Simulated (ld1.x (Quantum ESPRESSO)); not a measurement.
**nitrogen (N): excitation energies, all-electron against TM**

nitrogen (N), norm-conserving Troullier–Martins (Kleinman–Bylander form), made with ld1.x (Quantum ESPRESSO) 7.5 (PBE, scalar-relativistic). Core [He], reference 2s2 2p3. Waves: 2p (bound): rc 2.40 bohr; 2s (bound): rc 0.80 bohr. Local part: the s channel. Core correction: Bessel-smoothed model core inside 0.45 bohr.

Energies are relative to the spin-unpolarised reference configuration 2s2 2p3; without spin polarisation the order of configurations can differ from experiment.

(1) Give the all-electron excitation energy and the error of the potential for: 2s2 2p2; 2s2 2p1; 2s2 2p0; 2s1 2p0; 2s1 2p4; 2s0 2p5; 2s2 2p2.5.

Levels in the configuration 2s1 2p0:

```tsv
level	all-electron (eV)	pseudo (eV)
2s	-87.573	-85.607
```

## Answers

(1)

```
valence configuration  charge  ΔE all-electron (eV)  error AE − PS (meV)
              2s2 2p2      +1                13.591                  +90
              2s2 2p1      +2                42.445                 +778
              2s2 2p0      +3                89.528                +3023
              2s1 2p0      +4               167.346                +4819
              2s1 2p4       0                11.508                  -25
              2s0 2p5       0                23.041                 -100
            2s2 2p2.5    +0.5                 5.093                  +13
```
